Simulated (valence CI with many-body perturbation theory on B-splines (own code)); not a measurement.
# Sensitivity of CI+MBPT for Au LVIII

Computed by relativistic CI+MBPT: four valence electrons over a frozen Dirac-Fock core [Ar], radial functions for each j: 6 s, 6 p, 5 d, 5 f, 1 g, with the one-electron correlation potential Σ1, the two-electron term Σ2, the three-electron term Σ3, Breit, model QED; selected CI, second order for the rest, scaled by the run's own slope (own B-spline code, finite nucleus).

The last digits are not significant, and no measured levels were compared; by estimate large intervals hold to a few tenths of a per cent, small ones and those within an open d or f shell to about a per cent. The list stops below the first excitations out of the core. Only levels of the ground parity were solved; by the run's estimate the other parity begins above the list, which can be wrong where configurations are misplaced.

The reference run has the lowest level (3d3/2^4) J=0 and an ionisation energy of 5847.10 eV. Its largest variational space holds 7840 state functions.

Levels are named by their leading jj configuration (3d3/2^4 stands for four electrons in 3d with j = 3/2), which in mixed levels can hold well under half, so a name can repeat and another be missing. Letters in brackets count levels of one name in rising energy.

Changed runs:
A. correlating orbitals by l 3 3 3 3 1 → 1 1 5 1 2; natural orbitals for correlation on → off
B. orbitals per symmetry with explicit Σ2 and valence Breit (the others get mean screening factors) 5 → 4
C. Breit term on → off; QED terms on → off
D. Davidson iteration limit 60 → 2 (bad on purpose)

Excitation energies of the reference run in cm⁻¹, and shifts in cm⁻¹:

| Level | Reference | A | B | C | D |
| --- | --- | --- | --- | --- | --- |
| (3d3/2^3 3d5/2) J=1 | 724414 | -1139 | -41 | +16267 | 0 |
| (3d3/2^3 3d5/2) J=4 | 826501 | -531 | -47 | +32980 | 0 |
| (3d3/2^3 3d5/2) J=2 | 860542 | -123 | -29 | +23693 | 0 |
| (3d3/2^3 3d5/2) J=3 | 888678 | -14 | -18 | +24776 | 0 |
| (3d3/2^2 3d5/2^2) J=0 [a] | 1524670 | -1397 | -38 | +29663 | 0 |
| (3d3/2^2 3d5/2^2) J=2 [a] | 1524880 | -1257 | -48 | +33545 | 0 |
| (3d3/2^2 3d5/2^2) J=4 [a] | 1548020 | -1518 | -72 | +46254 | 0 |
| (3d3/2^2 3d5/2^2) J=3 [a] | 1566990 | -1336 | -59 | +39612 | 0 |
| (3d3/2^2 3d5/2^2) J=5 | 1595260 | -1281 | -78 | +54458 | 0 |
| (3d3/2^2 3d5/2^2) J=6 | 1618760 | -1216 | -94 | +65433 | 0 |
| (3d3/2^2 3d5/2^2) J=1 | 1647340 | -416 | -32 | +36187 | 0 |
| (3d3/2^2 3d5/2^2) J=3 [b] | 1668800 | -266 | -39 | +43918 | +17 |
| Ionisation energy (eV) | 5847.10 | -0.42 | -0.0046 | +5.97 | 0 |

Run D: The Davidson iterations stopped at their limit.
